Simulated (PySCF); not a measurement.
HfI₄ (SMILES [I][Hf]([I])([I])[I]), singlet, geometry from GFN2-xTB (such geometries of metal compounds can be far from the true shape) (core potentials on Hf, I); DF-PBE/def2-SV(P) in PySCF.

Input for PySCF:
```python
from pyscf import gto, scf, dft

mol = gto.Mole()
mol.atom = '''
    Hf   -0.00000000    0.00000000   -0.00000000
    I     2.15787916   -0.67548443   -1.60777706
    I     0.88007107    0.43252268    2.59539358
    I    -1.18880847    2.31130827   -0.97069936
    I    -1.84914175   -2.06834653   -0.01691715
'''
mol.basis = 'def2-sv(p)'
mol.ecp = {'Hf': 'def2-sv(p)', 'I': 'def2-sv(p)'}
mol.verbose = 4
mol.symmetry = True
mol.build()

mf = dft.RKS(mol)
mf.xc = 'pbe'
mf.irrep_nelec = {'A': 26, 'B1': 28, 'B2': 30, 'B3': 28}
mf = mf.density_fit(auxbasis='def2-universal-jkfit')
mf.kernel()
mf.analyze()
```

**Question.** Write the output that PySCF gives for this input, abridged.

**Answer.** 
```
PySCF version 2.14.0

[INPUT] verbose = 4
[INPUT] num. atoms = 5
[INPUT] num. electrons = 112
[INPUT] charge = 0
[INPUT] spin (= nelec alpha-beta = 2S) = 0
[INPUT] symmetry True subgroup None
[INPUT] Mole.unit = angstrom
[INPUT] Symbol           X                Y                Z      unit          X                Y                Z       unit  Magmom
[...]
nuclear repulsion = 666.871591121531
point group symmetry = Td, use subgroup D2
symmetry origin: [ 3.52660153e-09 -3.52660173e-09  3.52660155e-09]
symmetry axis x: [ 0.09636965 -0.85646254 -0.50713391]
symmetry axis y: [ 0.94826927 -0.07583836  0.30827575]
symmetry axis z: [-0.30248684 -0.51060793  0.80484859]
num. orbitals of irrep A = 36
num. orbitals of irrep B1 = 31
num. orbitals of irrep B2 = 31
num. orbitals of irrep B3 = 31
number of shells = 51
number of NR pGTOs = 294
number of NR cGTOs = 129
basis = def2-sv(p)
ecp = {'Hf': 'def2-sv(p)', 'I': 'def2-sv(p)'}

******** <class 'pyscf.df.df_jk.DFSymAdaptedRKS'> ********
method = DFSymAdaptedRKS
initial guess = minao
damping factor = 0
level_shift factor = 0
DIIS = <class 'pyscf.scf.diis.CDIIS'>
diis_start_cycle = 1
diis_space = 8
diis_damp = 0
SCF conv_tol = 1e-09
SCF conv_tol_grad = None
SCF max_cycles = 50
direct_scf = False
XC library pyscf.dft.libxc version 7.1.2
    S. Lehtola, C. Steigemann, M. J. T. Oliveira, and M. A. L. Marques,  SoftwareX 7, 1–5 (2018)
XC functionals = pbe
    J. P. Perdew, K. Burke, and M. Ernzerhof,  Phys. Rev. Lett. 77, 3865 (1996)
    J. P. Perdew, K. Burke, and M. Ernzerhof,  Phys. Rev. Lett. 78, 1396 (1997)
    J. P. Perdew, K. Burke, and M. Ernzerhof,  Phys. Rev. Lett. 77, 3865 (1996)
    J. P. Perdew, K. Burke, and M. Ernzerhof,  Phys. Rev. Lett. 78, 1396 (1997)
radial grids:
    Treutler-Ahlrichs [JCP 102, 346 (1995); DOI:10.1063/1.469408] (M4) radial grids

becke partition: Becke, JCP 88, 2547 (1988); DOI:10.1063/1.454033
pruning grids: <function nwchem_prune>
grids dens level: 3
symmetrized grids: True
atomic radii adjust function: <function treutler_atomic_radii_adjust>
small_rho_cutoff = 0
Freeze 112 electrons in irreps ['A', 'B1', 'B2', 'B3']
    0 free electrons in irreps
Set gradient conv threshold to 3.16228e-05
Initial guess from minao.
tot grids = 111624
init E= -1100.20030220691
HOMO (B2) = -1.66432691552703  LUMO (A) = -1.92709372130417  gap/eV = -7.15025

WARN: A HOMO -1.92709393570967 > system LUMO -1.92709372130417

WARN: A LUMO -1.92709372130417 < system HOMO -1.66432691552703

[...]

cycle= 47 E= -1238.67268458894  delta_E= -0.000478  |g|= 0.055  |ddm|= 0.0224
HOMO (B2) = -0.0781870961509092  LUMO (A) = -0.280745588289669  gap/eV = -5.51190

WARN: A LUMO -0.280745588289669 < system HOMO -0.0781870961509092

WARN: B1 HOMO -0.260403144632656 > system LUMO -0.280745588289669

WARN: B1 LUMO -0.0856112677454526 < system HOMO -0.0781870961509092

WARN: B2 HOMO -0.0781870961509092 > system LUMO -0.280745588289669

WARN: B3 HOMO -0.258943246256818 > system LUMO -0.280745588289669

WARN: B3 LUMO -0.0852782355813932 < system HOMO -0.0781870961509092

cycle= 48 E= -1238.67273471966  delta_E= -5.01e-05  |g|= 0.0541  |ddm|= 0.00251
HOMO (B2) = -0.0773359482661293  LUMO (A) = -0.277716559778041  gap/eV = -5.45263

WARN: A LUMO -0.277716559778041 < system HOMO -0.0773359482661293

WARN: B1 HOMO -0.253660441522017 > system LUMO -0.277716559778041

WARN: B1 LUMO -0.0838181760039856 < system HOMO -0.0773359482661293

WARN: B2 HOMO -0.0773359482661293 > system LUMO -0.277716559778041

WARN: B3 HOMO -0.256257528401874 > system LUMO -0.277716559778041

WARN: B3 LUMO -0.0843940123048936 < system HOMO -0.0773359482661293

cycle= 49 E= -1238.6690570045  delta_E= 0.00368  |g|= 0.086  |ddm|= 1.94
HOMO (B2) = -0.0778267582731633  LUMO (A) = -0.281196979654945  gap/eV = -5.53399

WARN: A LUMO -0.281196979654945 < system HOMO -0.0778267582731633

WARN: B1 HOMO -0.257083246669519 > system LUMO -0.281196979654945

WARN: B1 LUMO -0.0847729049398689 < system HOMO -0.0778267582731633

WARN: B2 HOMO -0.0778267582731633 > system LUMO -0.281196979654945

WARN: B3 HOMO -0.258067824116164 > system LUMO -0.281196979654945

WARN: B3 LUMO -0.0849040655147322 < system HOMO -0.0778267582731633

cycle= 50 E= -1238.67100098493  delta_E= -0.00194  |g|= 0.0582  |ddm|= 0.071
SCF not converged.
SCF energy = -1238.67100098493
**** SCF Summaries ****
Total Energy =                       -1238.671000984934381
Nuclear Repulsion Energy =             666.871591121531424
One-electron Energy =                -3482.277787404810169
Two-electron Energy =                 1576.735195298344252
Two-electron Coulomb Energy =         1671.596842347564916
DFT Exchange-Correlation Energy =      -94.861647049220579
HOMO-LUMO gap [eV] =                    -5.533985598992524
Wave-function symmetry = A
occupancy for each irrep:      A   B1   B2   B3
                              13   14   15   14
**** MO energy ****
[...]
Dipole moment(X, Y, Z, Debye): -0.00000,  0.00000,  0.00000
```

The run did not converge; its last values are not results.
